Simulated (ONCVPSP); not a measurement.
Configuration tests for Cu (ONCV)

- Element: copper
- Generator: ONCVPSP 4.0.1
- Type: optimised norm-conserving Vanderbilt (ONCV)
- Functional: LDA (Perdew-Zunger)
- Relativity: fully relativistic
- Frozen core: [Ar]
- Valence charge: 11
- Reference configuration: 3d10 4p1
- Partial waves: s scattering state at 0.11 Ha: rc 3.40 bohr, ncon 4, nbas 8, qcut 2.4 1/bohr, 2 projectors, debl 2 Ha; 4p: rc 3.40 bohr, ncon 4, nbas 7, qcut 2.6 1/bohr, 2 projectors, debl 1.9 Ha; 3d: rc 1.20 bohr, ncon 4, nbas 9, qcut 12 1/bohr, 2 projectors, debl 0.5 Ha
- Local potential: polynomial inside 0.95 bohr (lpopt 5, dvloc0 0 Ha)
- Core correction: Teter function, fcfact 4, rcfact 1.2

Open shells are filled in proportion to 2j + 1.

In the s channel the program set the typed energies aside and used -0.232, 1.768 Ha.

Energies are relative to the spin-unpolarised reference configuration 3d10 4p1; without spin polarisation the order of configurations can differ from experiment.

| valence configuration | charge | ΔE all-electron (eV) | error AE − PS (meV) |
| --- | --- | --- | --- |
| 3d10 4s1 4p0 | 0 | -4.258 | -20 |
| 3d9 4s1 4p1 | 0 | 2.678 | +124 |

Question: What are ΔE and the potential's error for 3d9 4p0?

Answer: ΔE = 25.867 eV all-electron; the error (AE − PS) is -21 meV.

Question: What are ΔE and the potential's error for 3d10 4p0?

Answer: ΔE = 4.179 eV all-electron; the error (AE − PS) is -3.4 meV.

These tests converged, but a pseudo level misses the all-electron one widely, so the file describes the atom poorly there or has found another state: 3d10 4s1 4p0: empty 4p by 5.9 eV.

Note: ghosts flagged at negative energy: s at -21.8 eV (a further GHOST(-) flag falls on a real empty level of the atom); GHOST(+) flagged for p3/2 at 57.3 eV, p1/2 at 59.1 eV. A true bound ghost makes a file unfit for plane-wave use.
